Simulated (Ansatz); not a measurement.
`[OH][SnH2][SH]` + SiH₄ → `[SiH3][SnH2][SH]` + H₂O at 600 K and 1 bar (formal exchange of groups at the Sn–O bond).

Calculated with Ansatz (gas phase, PBE0-D4/def2-TZVP geometries, no zero-point term in ΔE). CCSD(T)/CBS is the MP2 limit (def2-TZVPP, def2-QZVPP) plus CCSD(T) − MP2 in def2-TZVPP, frozen cores. This one scheme is used for every species. Elements past krypton have def2 core potentials. For Sn outer-core shells are correlated without core-valence functions, which leaves a few kJ/mol of doubt a bond. Each species was taken in one conformer, which may not be the lowest.

| species | CCSD(T)/CBS energy (Eh) | H − E (kJ/mol) | S (J/(mol·K)) |
| --- | --- | --- | --- |
| `[OH][SnH2][SH]` | -689.41238 | 145.6 | 406.0 |
| SiH₄ | -291.46306 | 108.7 | 242.3 |
| `[SiH3][SnH2][SH]` | -904.49804 | 186.2 | 464.5 |
| H₂O | -76.37941 | 76.8 | 212.8 |

H − E and S are ideal-gas, rigid-rotor, harmonic terms from PBE0-D4/def2-TZVP, for one conformer and one mirror image of each species. 1 Eh = 2625.50 kJ/mol, R = 8.31446 J/(mol·K).

By hand: ΔE, ΔH, ΔS and ΔG.

ΔE = (-904.49804) + (-76.37941) − (-689.41238) − (-291.46306) = -0.00201 Eh = -5.3 kJ/mol. Δ(H − E) = 186.2 + 76.8 − 145.6 − 108.7 = 8.7, so ΔH = 3.4 kJ/mol. ΔS = 464.5 + 212.8 − 406.0 − 242.3 = 29.0 J/(mol·K). ΔG = 3.4 − 600 × (29.0)/1000 = -14.0 kJ/mol.

By hand: the equilibrium constant, and the temperature at which ΔG would vanish if ΔH and ΔS stayed fixed.

log₁₀ K = −ΔG/(RT ln 10) = 1.2. ΔG = 0 at ΔH/ΔS = 117 K, though so small a ΔH makes that figure unsure.

TΔS isn't small against ΔH here. A doubt of 5 kJ/mol in ΔE shifts log₁₀ K by 0.4 here. Other conformers and mirror images would add mixing entropy, several J/(mol·K) or more a flexible species. Modes under 60 cm⁻¹, often nearly free rotors, make the harmonic entropy too high. These are equilibria of isolated gas molecules and say nothing of rates. Largest T1 diagnostic: 0.013 (customary marks: 0.02 for closed shells, 0.045 for open ones).
